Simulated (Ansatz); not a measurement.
Calculated with Ansatz (gas phase, PBE0-D4/def2-TZVP geometries, no zero-point term in ΔE). CCSD(T)/CBS is the MP2 limit (def2-TZVPP, def2-QZVPP) plus CCSD(T) − MP2 in def2-TZVPP, frozen cores. This one scheme is used for every species. Functionals use def2-TZVPP. def2 core potentials past Kr. For Te outer-core shells are correlated without core-valence functions, which leaves a few kJ/mol of doubt a bond. One conformer a species, not always the lowest.

Reaction (formal exchange of groups at the Si–N bond): `O[SiH2]N[SiH2][SiH3]` + `FC[TeH]` → `O[SiH2]C(F)[TeH]` + `N[SiH2][SiH3]`

`O[SiH2]N[SiH2][SiH3]`:

Cartesian coordinates in Å:
```
O 2.814 -0.228 -0.415
Si 1.650 -0.286 0.744
N 0.311 -1.295 0.372
Si -1.285 -0.850 -0.135
Si -1.465 1.466 -0.437
H 2.568 0.114 -1.276
H 1.068 1.063 0.977
H 2.372 -0.798 1.930
H 0.491 -2.291 0.406
H -1.623 -1.514 -1.428
H -2.317 -1.298 0.845
H -0.391 1.971 -1.336
H -1.414 2.219 0.843
H -2.778 1.728 -1.089
```

`FC[TeH]`:

```xyz
6

F    -0.840   -1.238    0.614
C     0.197   -0.361    0.437
Te   -0.435    1.548   -0.308
H     0.909   -0.788   -0.268
H     0.676   -0.174    1.399
H    -0.506    1.013   -1.875
```

`O[SiH2]C(F)[TeH]`:

Z-matrix (Å, degrees):
```
Si
C 1 1.895
O 1 1.642 2 109.0
H 1 1.489 2 106.8 3 -122.4
H 1 1.480 2 110.7 3 117.0
Te 2 2.160 1 107.3 3 66.8
F 2 1.382 1 112.1 3 -170.4
H 2 1.093 1 112.0 3 -48.0
H 3 0.961 1 115.9 2 -55.9
H 6 1.658 2 94.4 1 -138.4
```

`N[SiH2][SiH3]`:

Z-matrix (Å, degrees):
```
Si
Si 1 2.341
N 1 1.724 2 108.6
H 1 1.497 2 108.1 3 -126.1
H 1 1.488 2 110.7 3 117.7
H 2 1.489 1 110.3 3 173.7
H 2 1.491 1 110.1 3 54.6
H 2 1.488 1 111.4 3 -65.4
H 3 1.008 1 119.6 2 167.4
H 3 1.007 1 119.6 2 -50.6
```

CCSD(T)/CBS gives +82.9 kJ/mol.

Q: Another level gave +84.6 kJ/mol. Which?
A. PBE0/def2-TZVPP
B. PBE/def2-TZVPP
C. B2PLYP/def2-TZVPP
D. HF/def2-TZVPP

A: C. B2PLYP 84.6, PBE0 79.5, PBE 73.2, HF/def2-TZVPP 96.6 kJ/mol.

Largest T1 diagnostic among the species: 0.012.

From PBE to PBE0 (25 % exact exchange), in def2-TZVPP and without D4, ΔE moves by +6.3 kJ/mol. In def2-TZVPP, CCSD(T) changes the Hartree–Fock value by −10.7 kJ/mol (the triples alone add −2.0 kJ/mol) and MP2 by −10.1 kJ/mol.
